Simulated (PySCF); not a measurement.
C₅H₄F₂. Atoms are numbered in the order given.

```xyz
11

C      1.8454     1.5410     0.0000
C      0.6255     1.0787     0.0000
C     -0.6072     0.6094     0.0000
F     -1.6423     1.4713     0.0000
C     -1.0404    -0.7800     0.0000
C     -0.2701    -1.8711     0.0000
F      1.0531    -1.8188     0.0000
H      2.3835     1.7417    -0.9350
H      2.3835     1.7417     0.9350
H     -2.1216    -0.9324     0.0000
H     -0.6612    -2.8918     0.0000
```

Geometry: PBE0-D3(BJ)/def2-SVP. The structure was generated by enumeration; whether it is a known compound was not checked. The values are those of a single conformer.

Calculation: PBE/pcSseg-1 (PySCF).

GIAO shieldings, no solvent; atoms alike by connectivity are averaged. δ = σ(ref) − σ: ¹³C against TMS (σ = 182.0 ppm); ¹⁹F against CFCl3 (σ = 133.6 ppm); ¹H against TMS (σ = 31.49 ppm), references at their B3LYP-D3(BJ)/def2-TZVP geometries, non-relativistic.

```
nucleus   atoms  count  δ (ppm)
-------  ------  -----  -------
¹³C          C2      1    222.5
¹³C          C6      1    156.8
¹³C          C3      1    145.8
¹³C          C5      1    110.7
¹³C          C1      1    100.3
¹⁹F          F7      1   -117.3
¹⁹F          F4      1   -176.6
¹H          H11      1     6.92
¹H       H8, H9      2     6.36
¹H          H10      1     5.34
```
